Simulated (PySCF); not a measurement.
Molecule: sum formula SiNH6, net charge 1, singlet state. It need not be the lowest isomer of its formula. SMILES: [SiH3][NH3+]
Geometry: optimised at B3LYP-D3(BJ)/def2-TZVP (Ansatz).

Dispersion corrections to the total energy (kcal/mol) from the dftd3 and dftd4 libraries through PySCF: D3(BJ) without and D4 with the three-body term, each with the damping fitted for the functional named.

```tsv
functional	D3(BJ)	D4
PW6B95	(withheld)	-1.59
TPSSh	(withheld)	-2.10
B2GP-PLYP	-1.69	-0.70
HF	-24.06	-6.85
HSE06	-1.63	-1.31
B3LYP	-4.67	-2.80
CAM-B3LYP	(withheld)	-1.42
```

Question: Some entries are withheld; supply them.

Answer: 
- PW6B95, D3(BJ): -1.25
- TPSSh, D3(BJ): -3.03
- CAM-B3LYP, D3(BJ): -1.97
